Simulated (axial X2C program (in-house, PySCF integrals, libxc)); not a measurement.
**Worked dissociation energy of BBr⁺: MP2, without spin–orbit coupling**

Calculated with an in-house all-electron X2C program for linear molecules (integrals from PySCF). Spin-free means the one-electron spin-free X2C Hamiltonian. Basis: Br dyall-cv3z [8s9p6d4f1g], B dyall-v3z [7s6p2d1f] (cores contracted in-house); Gaussian nuclei, density fitting, unrestricted open shells. Masses: Br 78.918 u, B 11.009 u.

Molecular state: M_S = 1/2, Λ = 0 (beyond evenly filled blocks: σα).

Correlated methods: 9 electrons correlated (number of frozen shells: Br 3 s, 2 p, 1 d; B 1 s), 191 virtual spin orbitals or spinors in MP2.

```
E(Br) (2M_S = 1, M_L = 0) : -2604.640779 hartree
E(B+) (2M_S = 0, M_L = 0) : -24.281971 hartree
E(BBr⁺) at Re             : -2629.049220 hartree
ωe                        : 982.3 cm⁻¹
ωexe                      : 3.97 cm⁻¹
```

Question: Work out De and D0.

Answer: De = -2604.640779 + (-24.281971) − (-2629.049220) = 0.12647 hartree = 3.441 eV. The zero-point energy is ωe/2 − ωexe/4 = 490 cm⁻¹ = 0.061 eV, so D0 = 3.381 eV.

Occupations by symmetry block were frozen at the best pattern of an incomplete PBE0 search. Dissociation energies refer to the lowest single-determinant-based atoms at the same level and basis. Spin-free De lacks the spin–orbit lowering of the heavy p-block atom, a tenth of an eV or more for 4p and 5p, up to an eV for 6p and one to two eV for 7p atoms, less what an open-shell molecule gains itself.

Each atomic determinant is the lowest at this level and need not be a pure term. Totals compare only within one Hamiltonian and basis.
